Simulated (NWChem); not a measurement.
## Atomisation of H₂Be

```
Be
H 1 1.3390
H 1 1.3390 2 180.00
```
Charge 0, spin multiplicity 1.

Everything below was run with NWChem. All single points use one geometry, from PBE0/def2-SVP, a minimum by its harmonic frequencies.

Basis set: def2-TZVP. The atomisation energy is electronic alone: no zero-point, thermal, spin-orbit or counterpoise terms. No value is extrapolated to the basis-set limit. Free atoms are single determinants with multiplicities Be 1, H 2. Correlated methods freeze the same cores in atoms and molecule, 1 orbitals in all.

The correlated methods keep 1 core orbital frozen. The structure started from a generated list of species. The stability of the SCF solutions was not checked.

### Question
One of these methods gave an atomisation energy of 123.8 kcal/mol. Which?
(A) LDA (SVWN5)
(B) PBE0
(C) HF
(D) MP2

### Answer
C, HF. The others give 146.7 (PBE0), 139.5 (MP2), 158.5 (LDA (SVWN5)).
